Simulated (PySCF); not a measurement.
Species: CH2ClF3Si.
Atom-mapped SMILES: `[F:1][C:2]([F:3])([F:4])[SiH2:5][Cl:6]` (hydrogens: H7, H8 on Si5)

Geometry (PBE0-D3(BJ)/def2-SVP, Å), atoms numbered from 1 in this order:
```xyz
8
CH2ClF3Si angstrom
F      1.3695    0.0393   -1.3550
C      0.9747   -0.1190   -0.0872
F      1.6231    0.7831    0.6563
F      1.3787   -1.3370    0.3116
Si    -0.9409    0.0025    0.1152
Cl    -1.5431    1.8595   -0.5172
H     -1.5522   -1.0550   -0.7276
H     -1.2486   -0.1687    1.5570
```

Computed with PySCF, PBE0-D3(BJ)/def2-SVP geometry optimisation, gas phase.

Masses are those of the commonest isotopes; rigid-rotor values at the optimised geometry. 

What are A, B and C (MHz)?

Ia = 122.49, Ib = 370.21, Ic = 397.97 u·Å²; 505379 MHz·u·Å²/I gives A = 4126, B = 1365, C = 1270 MHz.

Classify the top.

A near-prolate asymmetric top: κ = (2 × 1365 − 4126 − 1270)/(4126 − 1270) = -0.93.

Is it planar, by Δ = Ic − Ia − Ib?

Not planar: Δ = Ic − Ia − Ib = -94.73 u·Å². For a rigid frame Δ = −2 Σ m c², so Σ m c² = 47.36 u·Å² lies off the ab plane: 3.07 from hydrogen and 44.29 from heavier atoms. The atom farthest from that plane is 1.24 Å away.

List the rotational levels J(Ka,Kc) to J = 2 (K).

Above 0(0,0), as E/k:
J = 1: 1(0,1) 0.126, 1(1,1) 0.259, 1(1,0) 0.264
J = 2: 2(0,2) 0.379, 2(1,2) 0.507, 2(1,1) 0.521, 2(2,1) 0.918, 2(2,0) 0.919

Predict some low-J microwave lines.

The dipole components are |μa| = 0.72 D, |μb| = 1.60 D, |μc| = 0.00 D; the mirror of this Cs structure is the ab plane, so μc vanishes by symmetry (the 0.01 D computed is a residue) and there are no c-type lines. Intensities carry the squares of the components, which stand as 0.20 : 1.00 (a : b). Some of the stronger lines:

```tsv
type	branch	J(Ka,Kc)	MHz	lower level (cm⁻¹)
b	R	2(0,2) ← 1(1,1)	2507	0.180
a	R	1(0,1) ← 0(0,0)	2635	0.000
b	Q	3(1,2) ← 3(0,3)	3105	0.527
b	Q	5(1,4) ← 5(0,5)	3589	1.316
a	R	2(0,2) ← 1(0,1)	5268	0.088
b	Q	2(2,0) ← 2(1,1)	8284	0.362
b	Q	5(2,4) ← 5(1,5)	9148	1.388
a	R	4(3,1) ← 3(3,0)	10545	1.370
a	R	4(1,3) ← 3(1,2)	10726	0.631
a	R	5(2,4) ← 4(2,3)	13170	1.254
a	R	5(3,3) ← 4(3,2)	13183	1.722
a	R	5(2,3) ← 4(2,2)	13218	1.255
b	Q	5(3,2) ← 5(2,3)	13979	1.696
b	Q	4(3,1) ← 4(2,2)	14013	1.255
b	Q	3(3,0) ← 3(2,1)	14031	0.902
b	R	4(2,2) ← 3(1,3)	19286	0.611
b	R	4(3,1) ← 3(2,2)	24588	0.902
b	R	5(3,2) ← 4(2,3)	27233	1.254
b	R	5(4,1) ← 4(3,2)	32834	1.722
```

Estimate the classical rotational partition function at 25 K, 100 K and 500 K.

Point group Cs, symmetry number σ = 1; q = (√π/σ)·√((kT/h)³/(ABC)), k/h = 20836.6 MHz/K: 7880 at 25 K, 63000 at 100 K, 705000 at 500 K.

No frequency check. These are rigid-rotor constants of the computed structure; measured ground-state constants (B0) also hold zero-point vibration. Quadrupole hyperfine structure (35Cl) is left out.

On an Arm Neoverse V1 with one thread, shared host, this took 24 s wall and 0.42 GiB of memory at its peak. These figures are those of the optimisation.
